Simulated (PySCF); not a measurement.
**Trend along the halogens: MCo anions**

PBE0 with triple-zeta basis sets in PySCF, for the lowest determinant that a PBE0 search found; no spin–orbit coupling. De refers to high-spin ground-configuration atoms (the charge goes to the atom of lower measured ionisation energy or higher electron affinity, which is not always the lowest computed limit). A positive dipole points towards Co; it is taken about the centre of mass and depends on that origin.

| M | basis | charged atom | state (unpaired electrons) | Re (Å) | ωe (cm⁻¹) | De (eV) | μ (D) |
| --- | --- | --- | --- | --- | --- | --- | --- |
| F | def2-TZVPPD | F− | quartet (σ ↑, π ↑, δ ↑) | 1.847 | 512 | n/a | -0.53 |
| Cl | def2-TZVPPD | Cl− | quartet (σ ↑, π ↑, δ ↑) | 2.248 | 286 | n/a | -0.56 |
| Br | def2-TZVPPD | Br− | quartet (σ ↑, π ↑, δ ↑) | 2.406 | 205 | n/a | -2.42 |

The shortest bond is that of CoF⁻ (1.847 Å), the longest that of CoBr⁻ (2.406 Å).

Down a group the atoms grow and get heavier, so bonds lengthen and wavenumbers fall; this series shows no clear exception.

De is left out where the level can put another filling of the metal’s s and d shells below the measured ground configuration, by anything from nothing to about 1 eV. Spin–orbit coupling is left out. The highest Kohn–Sham level is positive in some of these anions. Much of that is self-interaction error, but it also means that the finite basis helps to hold the extra electron. With d or f electrons several states lie close, and the lowest PBE0 determinant need not be the measured ground state.
